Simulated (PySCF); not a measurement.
C5H10S2Si2.
Numbering: `[CH:1]#[C:2][SiH2:3][S:4][C@@H:5]1[CH2:6][CH2:7][S:8][SiH2:9]1`

Geometry (GFN2-xTB, Å), atoms numbered from 1 in this order:
```xyz
19
C5H10S2Si2 angstrom
C      3.0270    2.0324   -0.0916
C      2.7497    0.8625   -0.1343
Si     2.2677   -0.9200   -0.2411
S      0.6123   -1.1513   -1.6013
C     -0.8738   -0.5773   -0.6996
C     -0.7201    0.8002   -0.0718
C     -1.9642    1.1080    0.7409
S     -2.2931   -0.2559    1.9276
Si    -1.5128   -1.7773    0.6430
H      3.2803    3.0529   -0.0477
H      3.3104   -1.7040   -0.8816
H      1.8653   -1.3833    1.0841
H     -1.6203   -0.5222   -1.4979
H     -0.5744    1.5674   -0.8369
H      0.1517    0.8152    0.5879
H     -2.8441    1.2042    0.1045
H     -1.8504    2.0129    1.3343
H     -2.5534   -2.6494    0.1154
H     -0.4676   -2.5058    1.3460
```

NICS = −σ at a ghost point: NICS(0) at the centroid of the ring atoms, NICS(1) 1 Å to either side along the normal of their mean plane, zz for the tensor component along that normal. Level: GIAO PBE0/pcSseg-1 (PySCF, non-relativistic, gas phase) on the GFN2-xTB geometry, one conformer.

Ring bond lengths (Å), with Mayer bond orders in brackets: C5–C6 1.522 (0.98), C6–C7 1.518 (1.02), C7–S8 1.838 (0.99), S8–Si9 2.139 (0.99), Si9–C5 1.911 (0.84).

Task: What do the NICS probes read (ppm)?

Result: 
```tsv
ring	type	NICS(0)	NICS(1), two faces	NICS(1)zz, two faces	rms pucker (Å)	centre to ring atoms, mean (Å)
C5–C6–C7–S8–Si9	5-membered ring with S and Si; formal bonds all single	-7.2	-4.7 / -4.3	-3.3 / -1.7	0.21	1.48
```

Task: What do they say, and how far can they be read as aromaticity?

Result: 
- C5–C6–C7–S8–Si9: mean NICS(1)zz -2.5 ppm, near zero. C5, C6, C7, Si9 have four or more neighbours, so the value isn't read as a sign of a π ring current.

Task: What is the mean of the two in-plane components of NICS at the first NICS(1) probe listed for ring C5–C6–C7–S8–Si9, 1 Å off the ring?

Result: The isotropic value is a third of the trace: (3 × -4.7 − (-3.3))/2 = -5.4 ppm.
